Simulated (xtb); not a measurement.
CHCl2 (SMILES Cl[CH]Cl), doublet, geometry from GFN2-xTB; GFN2-xTB run with xtb.

Here is a job for xtb.
```
$ xtb mol.xyz --gfn 2 --uhf 1 --etemp 3000 --json

# file mol.xyz
4

C      0.14277263    -0.00896264     0.68359394
Cl    -0.04722300     1.45620990    -0.14607964
Cl    -0.05344861    -1.45182812    -0.18290682
H      0.85478161    -0.02071447     1.49120632
```

Task: Write the output that xtb gives for this input, abridged.

Result: 
```
   ID    Z sym.   atoms
    1    6 C      1
    2   17 Cl     2, 3
    3    1 H      4

           -------------------------------------------------
          |                Calculation Setup                |
           -------------------------------------------------

           -------------------------------------------------
          |                 G F N 2 - x T B                 |
           -------------------------------------------------

          ...................................................
          :                      SETUP                      :
          :.................................................:
          :  # basis functions                  25          :
          :  # atomic orbitals                  23          :
          :  # shells                            9          :
          :  # electrons                        19          :
          :  max. iterations                   250          :
          :  Hamiltonian                  GFN2-xTB          :
          :  restarted?                      false          :
          :  GBSA solvation                  false          :
          :  PC potential                    false          :
          :  electronic temp.         3000.0000000     K    :
          :  accuracy                    1.0000000          :
          :  -> integral cutoff          0.2500000E+02      :
          :  -> integral neglect         0.1000000E-07      :
          :  -> SCF convergence          0.1000000E-05 Eh   :
          :  -> wf. convergence          0.1000000E-03 e    :
          :  Broyden damping             0.4000000          :
          :  net charge                          0          :
          :  unpaired electrons                  1          :
          ...................................................

 iter      E             dE          RMSdq      gap      omega  full diag
   1    -11.6956963 -0.116957E+02  0.399E+00    4.30       0.0  T
   2    -11.7031358 -0.743950E-02  0.234E+00    4.61       1.0  T
   3    -11.7037406 -0.604813E-03  0.126E+00    4.41       1.0  T
   4    -11.7051415 -0.140091E-02  0.135E-01    4.49       1.0  T
   5    -11.7051419 -0.371958E-06  0.642E-02    4.48       1.0  T
   6    -11.7051480 -0.615787E-05  0.387E-02    4.49       1.3  T
   7    -11.7051513 -0.324773E-05  0.108E-02    4.48       4.6  T
   8    -11.7051514 -0.966156E-07  0.240E-03    4.48      20.9  T
   9    -11.7051514 -0.801782E-08  0.840E-04    4.48      59.5  T
[...]
         :: total energy             -11.671857475146 Eh    ::
[...]
        20                          0.0129947               0.3536
        21                          0.1693157               4.6073
       ...                                ...                  ...
        23                          0.2397054               6.5227
      -------------------------------------------------------------
                  HL-Gap            0.1646371 Eh            4.4800 eV
             Fermi-level           -0.3275896 Eh           -8.9142 eV

     #   Z          covCN         q      C6AA      α(0)
     1   6 C        2.710     0.050    26.853     8.482
     2  17 Cl       1.030    -0.067   101.263    15.395
     3  17 Cl       1.030    -0.067   101.263    15.395
     4   1 H        0.926     0.084     1.936     2.176

 Mol. C6AA /au·bohr⁶  :        712.589506
 Mol. C8AA /au·bohr⁸  :      26465.177242
 Mol. α(0) /au        :         41.448711

Wiberg/Mayer (AO) data.
largest (>0.10) Wiberg bond orders for each atom

 ---------------------------------------------------------------------------
     #   Z sym  total        # sym  WBO       # sym  WBO       # sym  WBO
 ---------------------------------------------------------------------------
     1   6 C    3.326 --     3 Cl   1.180     2 Cl   1.180     4 H    0.966
     2  17 Cl   1.289 --     1 C    1.180
     3  17 Cl   1.289 --     1 C    1.180
     4   1 H    0.992 --     1 C    0.966
 ---------------------------------------------------------------------------

Topologies differ in total number of bonds
Writing topology from bond orders to xtbtopo.mol

molecular dipole:
                 x           y           z       tot (Debye)
 q only:        0.162      -0.005       0.344
   full:        0.259      -0.003       0.218       0.860
molecular quadrupole (traceless):
                xx          xy          yy          xz          yz          zz
 q only:        0.359      -0.012      -1.494       0.595      -0.035       1.135
  q+dip:        0.905      -0.022      -1.951       1.261      -0.041       1.046
   full:        0.481      -0.016      -1.237       0.990      -0.027       0.756

           -------------------------------------------------
          | TOTAL ENERGY              -11.671857475146 Eh   |
          | GRADIENT NORM               0.000693446965 Eh/α |
          | HOMO-LUMO GAP               4.480004224878 eV   |
           -------------------------------------------------

normal termination of xtb
```
